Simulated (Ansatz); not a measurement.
Frontier orbitals of `[NH2][Mo](=[O])(=[O])[F]`.

```xyz
7

N     0.481   -0.798   -0.716
Mo   -0.301    0.488    0.467
O    -1.818    0.881   -0.121
O     0.686    1.840    0.492
F    -0.447   -0.220    2.172
H    -0.061   -1.386   -1.333
H     1.461   -0.804   -0.960
```

The species carries charge 0 and has multiplicity 1. Correlated methods include outer-core shells of Mo, which these sets cover unevenly. Mo: def2 effective core potential. Geometry: relaxed with PBE0-D4/def2-TZVP. It is one conformer, not always the lowest. Basis def2-TZVPP, Ansatz 0.2.0.

```
functional  HOMO (eV)  LUMO (eV)
     BHLYP     -10.34      -1.42
```

Q: Give HOMO and LUMO (eV) with LDA (SPW92), PBE, revPBE, BLYP, r2SCAN, B97M-V, PBE0, B3LYP, r2SCANh, r2SCAN0, HSE06 (plane-wave form), CAM-B3LYP, LC-ωPBE, ωB97X-V, ωB97M-V, HF. (Estimate.)

A: Ansatz gave: 
```json
{"functional": "LDA (SPW92)", "HOMO": "-7.75", "LUMO": "-3.32"}
{"functional": "PBE", "HOMO": "-7.49", "LUMO": "-3.08"}
{"functional": "revPBE", "HOMO": "-7.40", "LUMO": "-2.99"}
{"functional": "BLYP", "HOMO": "-7.39", "LUMO": "-3.00"}
{"functional": "r2SCAN", "HOMO": "-7.83", "LUMO": "-3.04"}
{"functional": "B97M-V", "HOMO": "-7.87", "LUMO": "-2.95"}
{"functional": "PBE0", "HOMO": "-8.95", "LUMO": "-2.30"}
{"functional": "B3LYP", "HOMO": "-8.72", "LUMO": "-2.55"}
{"functional": "r2SCANh", "HOMO": "-8.38", "LUMO": "-2.74"}
{"functional": "r2SCAN0", "HOMO": "-9.20", "LUMO": "-2.28"}
{"functional": "HSE06 (plane-wave form)", "HOMO": "-8.55", "LUMO": "-2.68"}
{"functional": "CAM-B3LYP", "HOMO": "-10.38", "LUMO": "-1.20"}
{"functional": "LC-ωPBE", "HOMO": "-11.72", "LUMO": "0.00"}
{"functional": "ωB97X-V", "HOMO": "-11.34", "LUMO": "-0.06"}
{"functional": "ωB97M-V", "HOMO": "-11.26", "LUMO": "-0.09"}
{"functional": "HF", "HOMO": "-12.50", "LUMO": "1.25"}
```

B3LYP here is the variant with VWN-RPA as its local correlation; programs differ in this. LC-ωPBE has ω = 0.4 bohr⁻¹.
